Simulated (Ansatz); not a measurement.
Start from `NC(F)(F)O[SiH3]` and change one atom or group to get `NC(F)O[SiH3]`.

Ansatz, PBE0-D4/def2-TZVP geometries, multiplicity 1. Each molecule was computed in one conformer, which needn't be the lowest.

```json
{"property": "HOMO–LUMO gap (B3LYP/def2-TZVPP) / eV", "`NC(F)(F)O[SiH3]`": "8.05"}
{"property": "LUMO energy (PBE0/def2-TZVPP) / eV", "`NC(F)(F)O[SiH3]`": "0.16"}
{"property": "HOMO–LUMO gap (PBE/def2-TZVPP) / eV", "`NC(F)(F)O[SiH3]`": "6.03"}
{"property": "LUMO energy (B3LYP/def2-TZVPP) / eV", "`NC(F)(F)O[SiH3]`": "-0.08"}
{"property": "LUMO energy (ωB97M-V/def2-TZVPP) / eV", "`NC(F)(F)O[SiH3]`": "1.80"}
{"property": "LUMO energy (PBE/def2-TZVPP) / eV", "`NC(F)(F)O[SiH3]`": "-0.71"}
```

Question: Give the same properties after the change, and the shifts. (Estimate.)

Answer: Computed: 
| property | `NC(F)O[SiH3]` | shift |
| --- | --- | --- |
| HOMO–LUMO gap (B3LYP/def2-TZVPP) / eV | 7.93 | -0.12 |
| LUMO energy (PBE0/def2-TZVPP) / eV | 0.33 | 0.17 |
| HOMO–LUMO gap (PBE/def2-TZVPP) / eV | 5.96 | -0.07 |
| LUMO energy (B3LYP/def2-TZVPP) / eV | 0.10 | 0.18 |
| LUMO energy (ωB97M-V/def2-TZVPP) / eV | 1.98 | 0.18 |
| LUMO energy (PBE/def2-TZVPP) / eV | -0.55 | 0.16 |

With PBE0 the HOMO rises by 0.30 eV and the LUMO rises by 0.17 eV, so the gap narrows by about 0.13 eV. PBE moves the HOMO by 0.23 eV and ωB97M-V by 0.31 eV.

B3LYP here is the variant with VWN-RPA as its local correlation; programs differ in this.
